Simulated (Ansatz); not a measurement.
Two structures of SiNH$_{5}$Cl$_{2}$, closed shell, reached by relaxing down either side of one saddle point (PBE0-D4/def2-TZVP). Energies are electronic, without zero-point energy. Computed with Ansatz 0.2.0 (basis: def2-TZVPP and def2-QZVPP); correlated methods freeze the cores. Extrapolation: Hartree–Fock as exp(−7.88 √X), correlation as X^−2.97. First:

```
9
angstrom
Si -1.0068 0.3736 -0.3396
N 0.4250 -0.4194 -0.7748
Cl -2.3512 0.6416 -1.8704
Cl -0.4937 2.2270 0.3410
H -1.7089 -0.3932 0.7027
H 1.6508 -0.5183 1.7709
H 1.9389 -0.5739 2.4587
H 0.4067 -1.4032 -0.9940
H 1.1393 0.0657 -1.2946
```

Second:

Si1  (-0.543, 0.746, 0.501)
N2  (0.746, -1.000, -0.497)
Cl3  (-1.077, 1.119, -1.463)
Cl4  (-1.617, 2.234, 1.518)
H5  (-1.159, -0.461, 1.079)
H6  (1.263, -1.543, 0.186)
H7  (0.834, 1.142, 0.844)
H8  (0.144, -1.630, -1.013)
H9  (1.410, -0.606, -1.154)
(Å)

(1) Which bonds change from the first to the second?

(2) Give the saddle point's structure and its height above each. (Judge from chemistry; the value comes from the calculation.)

T1 diagnostic: at most 0.010.

## Answers

(1) SiNH₃Cl₂ ([NH2][SiH]([Cl])[Cl]) + H₂ → SiH₂Cl₂ ([Cl][SiH2][Cl]) + NH₃; bonds formed: Si1–H7, N2–H6; bonds broken: Si1–N2, H6–H7.

(2) By the calculation: 50.30 kcal/mol above the first and 43.21 kcal/mol above the second (CCSD(T) at an estimated basis limit (MP2 extrapolated from triple and quadruple zeta, plus CCSD(T) − MP2 in triple zeta)).
Si1  (-0.597, 0.304, 0.309)
N2  (0.731, -0.590, -0.601)
Cl3  (-1.958, 0.454, -1.314)
Cl4  (-0.260, 2.303, 0.633)
H5  (-1.438, -0.531, 1.181)
H6  (1.047, -0.552, 0.598)
H7  (0.687, -0.020, 1.502)
H8  (0.458, -1.391, -1.161)
H9  (1.331, 0.022, -1.146)
(Å)

Labels in which every atom is bracketed show which atoms are joined, not bond orders.

For scale, one of the runs: CCSD(T)/def2-TZVPP, 227 basis functions, launched by `ansatz run in.yaml --threads 4 --pin off --events-out ev --progress --plain --max-ram 9574MiB`. The run took 90 s on 4 CPU threads of an Arm Neoverse V1 (shared host), with 3.5 GiB of host memory at its peak.
